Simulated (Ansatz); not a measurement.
The cluster Li6Si. Charge 0, multiplicity 3. Geometry B3LYP-D4/def2-TZVP, that of the neutral singlet; atoms count from 1.

Cartesian coordinates in Å:
```
Li 0.470 1.145 1.469
Li 0.047 1.431 -1.287
Li -2.015 2.826 0.601
Li 0.659 -2.030 -1.970
Li -1.378 -0.499 0.169
Li 1.153 -2.356 1.237
Si 1.065 -0.515 -0.220
```

At PBE0-D4/def2-TZVP a singlet of charge 0 lies 0.81 eV below the triplet at the same geometry. The structure comes from a short search, and lower isomers may exist.

Estimate the Mulliken populations from the PBE0/def2-TZVP orbitals of Ansatz.


```json
{"atom": "Li1", "charge (e)": "0.25", "spin (α − β)": "0.37"}
{"atom": "Li2", "charge (e)": "0.25", "spin (α − β)": "0.38"}
{"atom": "Li3", "charge (e)": "-0.03", "spin (α − β)": "0.94"}
{"atom": "Li4", "charge (e)": "0.48", "spin (α − β)": "0.02"}
{"atom": "Li5", "charge (e)": "0.31", "spin (α − β)": "-0.04"}
{"atom": "Li6", "charge (e)": "0.49", "spin (α − β)": "0.02"}
{"atom": "Si7", "charge (e)": "-1.74", "spin (α − β)": "0.31"}
```
Mulliken values and Mayer orders depend strongly on the basis.

Where does the spin sit?

Summed by element: Li 1.69, Si 0.31, of 2 unpaired in all. Largest on single atoms: Li3 0.94, Li2 0.38, Li1 0.37.

And the Mayer bond orders between bonded heavy atoms (over 0.3)?

Li1–Li3 0.41 (3.12 Å); Li1–Si7 0.41 (2.44 Å); Li2–Si7 0.41 (2.44 Å); Li4–Si7 0.69 (2.35 Å); Li5–Si7 0.66 (2.47 Å); Li6–Si7 0.69 (2.35 Å). Values over 0.3 also appear between atoms too far apart for a bond (Li2–Li3 0.42 at 3.12 Å); they arise where an orbital or an unpaired electron spreads over both atoms.
